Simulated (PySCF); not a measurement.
# S (sulfur, neutral) across methods

[Ne] 3s1 3p4 3d1, one real determinant (an excited configuration). All numbers are calculated (PySCF 2.14, the non-relativistic Hamiltonian (point nucleus), in aug-cc-pV(T+d)Z with one added diffuse shell each of s, p, d, f type (7s6p5d3f, 71 functions)).

| method | E (hartree) | mean ε 3p α (eV) | mean ε 3p β (eV) | mean ε 3d α (eV) | Σ⟨r²⟩ (bohr²) | ⟨S²⟩ |
| --- | --- | --- | --- | --- | --- | --- |
| UHF | -396.85754 | -18.183 | -11.981 | -1.996 | 49.82 | 6.014 |
| wB97M-V | -397.4095 | -15.725 | -12.564 | -2.000 | 48.05 | 6.003 |
| PBE | -397.2855 | -12.211 | -9.503 | -0.549 | 49.90 | 6.003 |
| r2SCAN | -397.4362 | -12.759 | -9.494 | -0.487 | 49.06 | 6.008 |
| HSE06 | -397.3302 | -13.418 | -10.075 | -0.647 | 49.57 | 6.004 |
| M06-L | -397.4365 | -12.816 | -9.528 | -0.540 | 52.00 | 6.007 |
| BLYP | -397.4569 | -12.001 | -9.652 | -0.431 | 51.16 | 6.004 |
| LDA | -396.0640 | -12.183 | -9.416 | -0.482 | 49.27 | 6.003 |
| PBE0 | -397.3120 | -13.814 | -10.444 | -0.959 | 49.36 | 6.004 |

⟨L²⟩ = 8.03 against 12 for a pure F term, so this real determinant mixes terms. The outer electron is Rydberg-like, and this basis confines it to a smaller radius and binds it less than a complete one would.
